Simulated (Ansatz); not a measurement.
Start from `[OH][Hf]([OH])([OH])[OH]` and change one atom or group to get `[CH3][Hf]([OH])([OH])[OH]`.

Ansatz, PBE0-D4/def2-TZVP geometries, multiplicity 1. Each molecule was computed in one conformer, which needn't be the lowest.

Elements past krypton have def2 core potentials.

| property | `[OH][Hf]([OH])([OH])[OH]` |
| --- | --- |
| HOMO–LUMO gap (ωB97M-V/def2-TZVPP) / eV | 12.14 |
| zero-point energy (PBE0-D4/def2-TZVP) / kJ/mol | 126.3 |
| HOMO energy (PBE0/def2-TZVPP) / eV | -8.53 |
| ideal-gas entropy at 298 K and 1 bar (rigid rotor, harmonic PBE0-D4/def2-TZVP) / J/(mol·K) | 425 |
| HOMO–LUMO gap (PBE/def2-TZVPP) / eV | 6.14 |
| HOMO energy (B3LYP/def2-TZVPP) / eV | -8.26 |

Q: What does the change do to each property? (Best estimate.)

A: The calculation gave: 
| property | `[CH3][Hf]([OH])([OH])[OH]` | shift |
| --- | --- | --- |
| HOMO–LUMO gap (ωB97M-V/def2-TZVPP) / eV | 10.58 | -1.56 |
| zero-point energy (PBE0-D4/def2-TZVP) / kJ/mol | 187.1 | 60.8 |
| HOMO energy (PBE0/def2-TZVPP) / eV | -7.20 | 1.33 |
| ideal-gas entropy at 298 K and 1 bar (rigid rotor, harmonic PBE0-D4/def2-TZVP) / J/(mol·K) | 411 | -14 |
| HOMO–LUMO gap (PBE/def2-TZVPP) / eV | 5.23 | -0.91 |
| HOMO energy (B3LYP/def2-TZVPP) / eV | -6.97 | 1.29 |

The zero-point energy changes by 60.8 kJ/mol with +6 modes.

B3LYP here is the variant with VWN-RPA as its local correlation; programs differ in this.
